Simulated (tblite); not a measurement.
Species: C7H10O.
Numbering: `[CH2:1]=[CH:2][CH2:3][C@H:4]([CH:5]=[CH2:6])[CH:7]=[O:8]` (hydrogens: H9, H10 on C1; H11 on C2; H12, H13 on C3; H14 on C4; H15 on C5; H16, H17 on C6; H18 on C7)

Computed with GFN2-xTB (tblite), gas phase: nudged elastic band of 9 images (0 to 8), spring 0.2 eV/Å², climbing image at the end, force threshold 0.05 eV/Å. No saddle search or frequency run followed, so the top image need not be a first-order saddle, and its height can exceed the method's true barrier by a kcal/mol or more.

Path: rotation about C3–C4 (allylic carbon, sp3 carbon next to a carbonyl), followed by the dihedral C2–C3–C4–C7. Start geometry (image 0):
```
atom  x, y, z in Å
C1      2.682   -1.016   -0.348
C2      1.417   -1.025    0.025
C3      0.270   -0.716   -0.882
C4     -0.520    0.501   -0.378
C5     -1.194    0.228    0.937
C6     -1.106    1.007    1.998
C7     -1.596    0.901   -1.362
O8     -1.877    0.316   -2.368
H9      3.482   -1.242    0.337
H10     2.972   -0.788   -1.361
H11     1.147   -1.253    1.048
H12    -0.407   -1.573   -0.932
H13     0.628   -0.513   -1.893
H14     0.149    1.362   -0.265
H15    -1.787   -0.677    0.965
H16    -0.517    1.910    1.995
H17    -1.609    0.770    2.920
H18    -2.142    1.815   -1.053
```

The converged band, energies from image 0, some withheld:

```tsv
image	dihedral (°)	C2–C3 (Å)	C3–C4 (Å)	C4–C7 (Å)	C2–C3–C4 (°)	C3–C4–C7 (°)	E (kJ/mol)
0	174	1.495	1.536	1.512	111.1	111.2	0.0
1	-171	1.495	1.536	1.511	111.5	111.4	1.2
2	-156	1.495	1.539	1.512	112.5	111.5	5.0
3	-142	1.496	1.543	1.513	113.5	111.6	9.6
4	-127	1.496	1.546	1.513	114.1	111.8	?
5	-112	1.496	1.546	1.513	114.0	111.9	12.5
6	-98	1.496	1.544	1.512	113.5	112.0	9.4
7	-82	1.496	1.540	1.512	112.7	112.0	4.9
8	-69	1.496	1.539	1.513	112.3	112.0	?
```

Task: Estimate the withheld energies, and name the highest image.

Result: image 4: 12.7 kJ/mol; image 8: 2.2 kJ/mol. The highest is image 4.

Task: Between which neighbours does the energy rise most, and fall most?

Result: It rises most from image 2 to 3 (+4.6 kJ/mol) and falls most from image 6 to 7 (-4.5 kJ/mol).

Task: Give the height of the top above the start in other units, and in kT at 298.15 K.

Result: 0.1319 eV = 3.04 kcal/mol = 12.7 kJ/mol = 1064 cm⁻¹, or 5.1 kT.

Task: What forces remain on the atoms at the highest image?

Result: 
```
atom  x, y, z in Å  |  force x, y, z in eV/Å
C1      2.447   -1.214    0.068    0.033   0.003   0.008
C2      1.153   -1.246   -0.189   -0.018  -0.013  -0.003
C3      0.456   -0.346   -1.159    0.012  -0.008   0.008
C4     -0.577    0.603   -0.508    0.003  -0.003   0.000
C5     -0.817    0.342    0.955   -0.007  -0.006   0.004
C6     -0.736    1.264    1.895    0.007   0.001   0.006
C7     -1.933    0.494   -1.169   -0.014  -0.025  -0.026
O8     -2.248   -0.304   -2.004    0.002   0.018   0.003
H9      2.903   -1.899    0.763    0.007   0.011  -0.004
H10     3.109   -0.509   -0.407   -0.023   0.013  -0.004
H11     0.529   -1.981    0.300    0.018  -0.018  -0.011
H12    -0.077   -0.969   -1.886   -0.017   0.011   0.014
H13     1.195    0.246   -1.700    0.004  -0.002  -0.002
H14    -0.257    1.645   -0.615    0.013   0.001   0.001
H15    -1.103   -0.669    1.204   -0.028   0.000   0.015
H16    -0.463    2.284    1.677    0.011  -0.001  -0.009
H17    -0.928    1.035    2.929   -0.004   0.003   0.006
H18    -2.660    1.230   -0.773    0.002   0.015  -0.004
```

The largest is 0.039 eV/Å, against the threshold of 0.05 eV/Å on the band's forces.

The cost below is that of the whole band run. On Arm Neoverse V1, one thread, no GPU, shared host, this took 4.2 s of wall time and 0.19 GiB of memory at its peak.
